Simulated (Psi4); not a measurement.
Cl$_{3}$In (SMILES [Cl][In]([Cl])[Cl]), singlet, at a GFN2-xTB geometry (such geometries of metal compounds can be far from the true shape) (all electrons, no relativity).

Here is a job for Psi4.
```
memory 2 GB

molecule {
0 1
  In   -0.00000000   -0.00000000    0.00000000
  Cl    2.24449596   -0.20389963   -0.44000345
  Cl   -0.90325628   -1.01151285    1.85308124
  Cl   -1.34123968    1.21541248   -1.41307779
}

set basis sto-3g
set scf_type pk

energy('b3lyp')
print_variables()
```

### Question
What is the computed nuclear repulsion energy (B3LYP/STO-3G in Psi4 1.11)?

### Answer
691.2460 Eh

### Question
What is the computed total energy (B3LYP/STO-3G)?

### Answer
-7050.6342 Eh

### Question
Estimate the dipole moment that B3LYP/STO-3G returns for this input.

### Answer
0.00 D

### Question
What is the computed number of basis functions (B3LYP/STO-3G)?

### Answer
54
